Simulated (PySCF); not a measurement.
# Exercise with solution: entropy of an ideal gas

ScF2, SMILES [Sc+]([F])[F], charge +1.

The structure is a stationary point at PBE0-D3(BJ)/def2-TZVP. The spin state was assumed, not searched. The isomer is the one that the SMILES or the coordinates give; other isomers of the formula were not compared.

PBE0-D3(BJ)/def2-TZVP in PySCF gives the harmonic wavenumbers 178, 800, 824 cm⁻¹ and the rotational temperatures 1.2973, 0.2932, 0.2392 K. The molar mass is 82.95 g/mol, the symmetry number 2, the spin multiplicity 1.

Question: Work out the entropy at 298.15 K and 1 atm in the rigid-rotor, harmonic-oscillator model.

Answer: 
Translation (Sackur–Tetrode at 1 atm): S = R[1.5 ln M + 2.5 ln T − 1.16487] = 163.8 J/(mol K).
Rotation: q = (√π/σ) T^1.5/√(θA θB θC) = 15100, S = R[ln q + 3/2] = 92.5 J/(mol K).
Vibration: with u = 1.4388 ν/T, each mode gives R[u/(e^u − 1) − ln(1 − e^−u)]:
```
ν (cm⁻¹)  modes     u  S (J/(mol K))
--------  -----  ----  -------------
178           1  0.86           9.83
800           1  3.86           0.87
824           1  3.98           0.79
```
These are all the modes. Sum 11.5 J/(mol K).
Spin: R ln 1 = 0.0 J/(mol K).
Total 267.8 J/(mol K); the program's own thermochemistry gives 267.8. Translation makes up 61 % and vibration 4 %. Anharmonicity, hindered rotation and orbital degeneracy are left out.
